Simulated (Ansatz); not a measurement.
`CN[SiH2][SiH3]` + H₂Te → `[SiH3][SiH2][TeH]` + CH₃NH₂  (ligand exchange at the Si–N bond)

Calculated with Ansatz (gas phase, PBE0-D4/def2-TZVP geometries, no zero-point term in ΔE). CBS: MP2 limit from def2 TZ/QZ plus the TZ coupled-cluster correction, frozen cores. Functionals use def2-TZVPP. B3LYP here is the variant with VWN-RPA as its local correlation; programs differ in this. HSE06 is defined as in plane-wave codes. def2 core potentials past Kr. For Te outer-core shells are correlated without core-valence functions, which leaves a few kJ/mol of doubt a bond. Each species was taken in one conformer, which may not be the lowest.

`CN[SiH2][SiH3]`:

```xyz
13

C     0.095    0.221    1.969
N    -0.766    0.713    0.914
Si   -0.997   -0.137   -0.566
Si    0.938   -0.417   -1.877
H     0.001   -0.866    2.038
H    -0.207    0.630    2.937
H     1.158    0.451    1.820
H    -0.832    1.718    0.883
H    -2.006    0.622   -1.354
H    -1.524   -1.496   -0.250
H     2.000   -1.130   -1.112
H     1.491    0.902   -2.296
H     0.648   -1.210   -3.105
```

H₂Te:

```xyz
3

Te    0.523   -0.537    0.206
H    -0.914   -0.007    0.835
H     0.391    0.544   -1.041
```

`[SiH3][SiH2][TeH]`:

Cartesian coordinates in Å:
```
Si 0.935 -1.042 0.812
Si -0.529 0.076 -0.628
Te -0.563 2.465 0.107
H 1.017 -2.479 0.440
H 0.448 -0.928 2.212
H 2.290 -0.437 0.720
H -0.060 -0.026 -2.036
H -1.894 -0.510 -0.546
H -1.642 2.882 -1.081
```

CH₃NH₂:

Z-matrix (Å, degrees):
```
C
N 1 1.453
H 1 1.092 2 109.4
H 1 1.100 2 115.4 3 -121.6
H 1 1.092 2 109.4 3 116.8
H 2 1.012 1 110.6 3 62.6
H 2 1.012 1 110.6 3 -179.3
```

Question: Is it downhill or uphill in electronic energy at CCSD(T)/CBS, and by how much? (Estimate.)

Answer: Computed: Downhill: ΔE = -27.4 kJ/mol.

Question: What do these levels give: PBE0-D4, HSE06-D4, BLYP, B3LYP, r2SCANh, r2SCAN0, BHLYP, CCSD(T)/def2-SVP, CCSD/def2-TZVPP, HF/def2-QZVPP, SCS-MP2/def2-QZVPP, HF/CBS(def2)? (Best estimate.)

Answer: The calculation gave: PBE0-D4 -29.9, HSE06-D4 -30.4, BLYP -19.3, B3LYP -19.3, r2SCANh -25.4, r2SCAN0 -26.3, BHLYP -17.2, CCSD(T)/def2-SVP -19.4, CCSD/def2-TZVPP -18.4, HF/def2-QZVPP -15.4, SCS-MP2/def2-QZVPP -24.7, HF/CBS(def2) -15.3 kJ/mol.

Largest T1 diagnostic among the species: 0.012.

Leaving LDA and LC-ωPBE aside and taking each functional with its dispersion term where it has one, the values, not all of them listed here, spread over 17.5 kJ/mol, from HSE06-D4 to CAM-B3LYP-D4. LDA lies +10.1 kJ/mol from PBE without D4. In def2-TZVPP, CCSD(T) changes the Hartree–Fock value by −3.8 kJ/mol (the triples alone add −1.5 kJ/mol) and MP2 by −10.0 kJ/mol. At CCSD(T), def2-SVP lies +8.0 kJ/mol from the extrapolated value and def2-TZVPP +7.4 kJ/mol.
